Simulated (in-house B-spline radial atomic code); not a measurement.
## PBEsol excitations of Ca

Method: PBEsol. Computed with an all-electron radial atomic-structure program (B-spline basis): linear response of the closed shell [Ar] 4s2 with the functional's adiabatic kernel; scalar-relativistic (spin-free one-electron X2C), finite nucleus, no spin-orbit coupling, no double excitations, S, P, D and F terms only; shells from n = 2 respond.

Command:
```bash
python run_td.py task.json out
```
Settings (radii: box in bohr, nucleus in fm):
```
Z                        20
electrons                20
configuration            [Ar] 4s2
hamiltonian              x2c
method                   pbesol
box_radius               75
rms_radius               3.4776
intervals                78
```

Cost of the run: 0.4 s on 1 thread of AMD EPYC 9R45 96-Core Processor (Zen 5) (shared host).

The lowest states, in the order of their Tamm-Dancoff energies; the method's threshold (minus the highest occupied level) is 3.764 eV. Labels give the largest channel, * marks a mixed state, and oscillator strengths are full-response dipole values. Measured ¹D terms are left out, since they can mix with doubly excited terms. Semilocal kernels can invert the small singlet-triplet splittings of Rydberg terms. Energies in eV:

| state | full response | Tamm-Dancoff | oscillator strength | measured (J-weighted term) |
| --- | --- | --- | --- | --- |
| 4s → 3d 3D | 1.195 | 1.320 | - | 2.524 |
| 4s → 4p 3P | 1.578 | 1.728 | - | 1.892 |
| 4s → 3d 1D | 1.842 | 1.846 | - | - |
| 4s → 4p 1P | ? | ? | ? | ? |
| 4s → 5s 3S | ? | ? | - | ? |

Question: Where does 4s → 5s 3S lie?

Answer: At 3.580 eV in full response, 3.585 eV in Tamm-Dancoff; measured 3.910 eV.

Question: Where does 4s → 4p 1P lie?

Answer: At 3.022 eV in full response, 3.175 eV in Tamm-Dancoff, oscillator strength 1.79; measured 2.933 eV.

Question: How large is the singlet-triplet splitting of 4s → 3d (D terms) in Tamm-Dancoff?

Answer: 0.526 eV, from the unrounded values.

Question: What polarisabilities and dispersion coefficient does the method give?

Answer: Dipole 155.2 bohr³, quadrupole 3440 bohr⁵, C6 2126 hartree·bohr⁶ for two such species. Recommended dipole value: 160.8 ± 4 bohr³ (Schwerdtfeger and Nagle, table of static dipole polarizabilities (2023 update)), which includes relativity and correlation.
